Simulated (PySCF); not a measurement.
PySCF input for Al(Me)2(F) (C₂H₆AlF), SMILES [CH3][Al]([CH3])[F], IEF-PCM-ωB97X/def2-SVP. The structure is a stationary point at PBE0-D3(BJ)/def2-SVP. The isomer is the one that the SMILES or the coordinates give; other isomers of the formula were not compared.

```python
import numpy as np
from pyscf import gto, scf, dft
from pyscf.solvent import pcm

mol = gto.M(
    atom='''
    Al    0.00000000    0.00000000   -0.04082762
    C     1.73937614    0.00434105    0.82941281
    H     1.69280879    0.36735064    1.86843294
    H     2.14825257   -1.02082144    0.86305418
    H     2.47139767    0.61739298    0.27972324
    C    -1.73937614   -0.00434106    0.82941281
    H    -2.14825257    1.02082145    0.86305418
    H    -2.47139767   -0.61739298    0.27972325
    H    -1.69280878   -0.36735064    1.86843295
    F    -0.00000000   -0.00000000   -1.71606838
    ''',
    basis='def2-SVP',
    charge=0,
    spin=0,
    max_memory=1600,
    verbose=3,
)
mf = dft.RKS(mol, xc='wb97x').density_fit(auxbasis='def2-universal-jkfit')
mf.grids.level = 3
mf.conv_tol = 1e-9
mf.max_cycle = 100
mf.kernel()
res = {}
for name, eps in {'water': 78.355, 'N,N-dimethylformamide': 37.219, 'dimethylsulfoxide': 46.826}.items():
    s = mf.PCM()
    s.with_solvent.method, s.with_solvent.eps, s.with_solvent.lebedev_order = 'IEF-PCM', eps, 29
    s.kernel(mf.make_rdm1())
    res[name] = (s.e_tot, eps, s.dip_moment(), s.mo_energy, s.converged)
    print(f'{name}: electrostatic solvation free energy {(s.e_tot - mf.e_tot) * 627.509474:.3f} kcal/mol')
```

It prints:

```
converged SCF energy = -421.924856915223

WARN: PCM is an experimental feature. It is still in testing.
Features and APIs may be changed in the future.

converged SCF energy = -421.933729251861
Dipole moment(X, Y, Z, Debye):  0.00000,  0.00000,  2.13758
water: electrostatic solvation free energy -5.567 kcal/mol

WARN: PCM is an experimental feature. It is still in testing.
Features and APIs may be changed in the future.

converged SCF energy = -421.933527438329
Dipole moment(X, Y, Z, Debye):  0.00000,  0.00000,  2.13179
N,N-dimethylformamide: electrostatic solvation free energy -5.441 kcal/mol

WARN: PCM is an experimental feature. It is still in testing.
Features and APIs may be changed in the future.

converged SCF energy = -421.933605870961
Dipole moment(X, Y, Z, Debye):  0.00000,  0.00000,  2.13404
dimethylsulfoxide: electrostatic solvation free energy -5.490 kcal/mol
```

Self-consistency was reached.

Cost: about 110 core-seconds (a rough figure).
